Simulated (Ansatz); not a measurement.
Species: WCl₂, net charge 0, quintet state. The spin state was set by rule; other spins were not relaxed. 
Coordinates optimised at B3LYP-D3(BJ)/def2-TZVP (Ansatz, a program for electronic structure):
```
W
Cl 1 2.2856
Cl 1 2.2856 2 141.09
```
Charge 0, spin multiplicity 5.

Wanted: atomisation energy (electronic, to ground-state atoms), in kcal/mol. Cores are frozen in the correlated levels unless marked. Open shells are spin-unrestricted. No spin-orbit coupling. The frozen core is the preceding noble-gas configuration, with the filled d and f shells of earlier blocks. Past Kr the def2 sets carry scalar-relativistic core potentials. The coupled-cluster limit lacks core correlation, which all-electron functionals hold. Basis-set limits of correlation are two-point, X^-3; Hartree-Fock from the larger set. The bracket is a focal-point correction in the basis named.

```csv
level,program,atomisation energy (kcal/mol)
HF/def2-TZVPP,Ansatz,160.5
```

What does RI-MP2/CBS(def2-TZVPPD,def2-QZVPPD)+[CCSD(T)-MP2]/def2-TZVPPD (Ansatz) give?

206.8 kcal/mol, so HF/def2-TZVPP differs from it by -46.3 kcal/mol.
